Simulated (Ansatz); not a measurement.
Computed with Ansatz on PBE0-D4/def2-TZVP structures; ΔE is electronic, products minus reactants. CCSD(T)/CBS is the MP2 limit (def2-TZVPP, def2-QZVPP) plus CCSD(T) − MP2 in def2-TZVPP, frozen cores. This one scheme is used for every species. DFT in def2-TZVPP. One conformer a species, not always the lowest.

Consider the hydrogenolysis of a C–S bond: `B[SiH2]CS[SiH3]` + H₂ → `B[SiH2]C` + `[SiH3]S`.

`B[SiH2]CS[SiH3]`:

Z-matrix (Å, degrees):
```
Si
C 1 1.887
B 1 2.011 2 114.7
H 1 1.490 2 108.3 3 -123.7
H 1 1.493 2 108.9 3 119.5
S 2 1.828 1 112.9 3 -179.9
H 2 1.093 1 111.9 3 -55.1
H 2 1.093 1 109.7 3 62.8
H 3 1.197 1 119.5 2 -172.7
H 3 1.197 1 123.4 2 8.7
Si 6 2.125 2 100.8 1 85.0
H 11 1.488 6 110.0 2 54.9
H 11 1.483 6 105.4 2 174.1
H 11 1.486 6 113.1 2 -65.9
```

H₂:

```xyz
2

H     0.127   -0.341    0.084
H    -0.127    0.341   -0.084
```

`B[SiH2]C`:

Cartesian coordinates in Å:
```
B -0.361 1.618 -0.834
Si 0.573 -0.091 -0.339
C -0.272 -1.140 0.967
H -1.420 1.952 -0.385
H 0.147 2.356 -1.629
H 1.958 0.253 0.107
H 0.722 -0.881 -1.601
H -1.274 -1.428 0.642
H 0.295 -2.051 1.169
H -0.370 -0.587 1.904
```

`[SiH3]S`:

Cartesian coordinates in Å:
```
Si -0.092 0.518 -0.040
S 0.375 -1.452 -0.722
H -1.433 0.574 0.596
H -0.076 1.357 -1.261
H 0.918 1.015 0.929
H 0.309 -2.011 0.498
```

```
             level  ΔE (kJ/mol)
            PBE-D4        -72.9
        r2SCAN0-D4        -83.6
               PBE        -84.0
              BLYP        -93.8
      MP2/def2-SVP        -83.7
    MP2/def2-TZVPP        -75.5
SCS-MP2/def2-TZVPP        -81.2
SCS-MP2/def2-QZVPP        -79.1
```

(1) What does CCSD(T)/CBS give? (An estimate is asked.)

Largest T1 diagnostic among the species: 0.012.

Results:

(1) Ansatz gave: -78.0 kJ/mol. The listed levels differ from it by 5.1, -5.6, -6.0, -15.8, -5.7, 2.5, -3.2, -1.1 kJ/mol.

Leaving LDA and LC-ωPBE aside and taking each functional with its dispersion term where it has one, the values, not all of them listed here, spread over 23.3 kJ/mol, from B97M-V to revPBE-D4. LDA lies +7.7 kJ/mol from PBE without D4. From r2SCAN to r2SCAN0 (25 % exact exchange), in def2-TZVPP and without D4, ΔE moves by −4.1 kJ/mol.
